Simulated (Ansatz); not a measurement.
Start from `N=C1S[SiH]1Cl` and change one atom or group to get `N=C1S[SiH]1O`.

Ansatz, PBE0-D4/def2-TZVP geometries, multiplicity 1. Each molecule was computed in one conformer, which needn't be the lowest.

```
                                      property  `N=C1S[SiH]1Cl`
         HOMO–LUMO gap (B3LYP/def2-TZVPP) / eV             5.45
          HOMO–LUMO gap (PBE0/def2-TZVPP) / eV             5.84
         LUMO energy (ωB97M-V/def2-TZVPP) / eV             0.71
             LUMO energy (PBE/def2-TZVPP) / eV            -2.34
             HOMO energy (PBE/def2-TZVPP) / eV            -6.00
size of the dipole moment (PBE/def2-TZVPP) / D             2.25
```

(1) Give the same properties after the change, and the shifts. (Best estimate.)

Answers

(1) The calculation gave: 
```csv
property,`N=C1S[SiH]1O`,shift
HOMO–LUMO gap (B3LYP/def2-TZVPP) / eV,5.41,-0.04
HOMO–LUMO gap (PBE0/def2-TZVPP) / eV,5.80,-0.04
LUMO energy (ωB97M-V/def2-TZVPP) / eV,0.89,0.18
LUMO energy (PBE/def2-TZVPP) / eV,-2.12,0.22
HOMO energy (PBE/def2-TZVPP) / eV,-5.73,0.27
size of the dipole moment (PBE/def2-TZVPP) / D,2.39,0.14
```

The zero-point energy changes by 33.5 kJ/mol with +3 modes. Dipoles are sizes alone; their direction can turn.

B3LYP here is the variant with VWN-RPA as its local correlation; programs differ in this.
